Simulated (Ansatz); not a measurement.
The same path of CH₃OSe (6 atoms, charge 1, multiplicity 1) was run twice with different band settings. The coordinate that changes most is the angle H4–O1–C2.

All numbers below come from RKS PBE0/def2-SVPD in Ansatz 0.2.0.

Relaxed end points:

```xyz
6
Properties=species:S:1:pos:R:3
O -0.839 -0.743 -0.515
C 0.297 -0.171 -0.545
Se 1.092 0.948 0.639
H -1.404 -0.575 0.260
H 0.882 -0.404 -1.447
H -0.027 0.944 1.608
```

```xyz
6
Properties=species:S:1:pos:R:3
O -0.947 -0.474 0.031
C 0.209 -0.113 -0.373
Se 1.270 1.000 0.571
H -1.422 -1.077 -0.568
H 0.598 -0.484 -1.333
H 0.292 1.148 1.672
```

Common settings: climbing image yes; spring 5.0 eV/Å²; optimiser quadratic models (default); start path IDPP; force threshold 0.05 eV/Å; iteration limit 60; end points relaxed.

| run | movable images |
| --- | --- |
| 1 | 7 |
| 2 | 2 |

(1) What does each run give, and how far can it be trusted?

## Answers

(1) Run 1: converged after 8 iterations, highest image 0.833 eV above the first end. A vibrational analysis at the climbing image gives 2 clearly imaginary modes (1095i, 656i cm⁻¹): a point of higher order, so a lower path passes nearby.
Run 2: converged after 9 iterations, highest image 0.833 eV above the first end. Another band between the same ends (7 images) ends at a top of the same energy, where a vibrational analysis finds 2 clearly imaginary modes. So few images can step over the top or miss a turn of the path.
